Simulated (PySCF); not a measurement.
[LaH4]− relaxed at several levels

Computed with PySCF 2.14.0, PBE0, def2-SVP on the ligands, density fitting, scalar-relativistic core potentials, no spin-orbit coupling, vacuum. Each row is relaxed at its own level from the same template. Distances are means of the shortest metal–ligand contacts, charges and spins Mulliken's; removal energies are rigid, with the ligand's formal charge and no counterpoise, so too large; for an anion taken off a cation in vacuum most of it is the attraction of opposite charges, and multiply charged cations can part far more cheaply with an electron moved from ligand to metal. lcecp potentials hold a fixed number of 4f electrons in the core, out of states, spins and gaps.

```tsv
level	basis on the metal	point group	M–H (Å)	charge on M (e)	HOMO–LUMO gap (eV)	removal of one H (eV)	strongest infrared band, degenerate modes summed (cm⁻¹)	unstable modes (below −25 cm⁻¹)
PBE0	lcecp-1-SVP with ECP46	Td	2.218	0.32	–	4.59	1156	0
```

What does the calculation give for PBE0, def2-SVP with ECP46?

point group: Td, M–H (Å): 2.226, charge on M (e): 0.45, HOMO–LUMO gap (eV): 5.45, removal of one H (eV): 4.60, strongest infrared band, degenerate modes summed (cm⁻¹): 1155, unstable modes (below −25 cm⁻¹): 0.
```xyz
5

La    0.0000    0.0000    0.0000
H     1.2855    1.2855    1.2855
H    -1.2855   -1.2855    1.2855
H     1.2855   -1.2855   -1.2855
H    -1.2855    1.2855   -1.2855
```

One start shape was tried for each, so a minimum needn't be the lowest isomer.
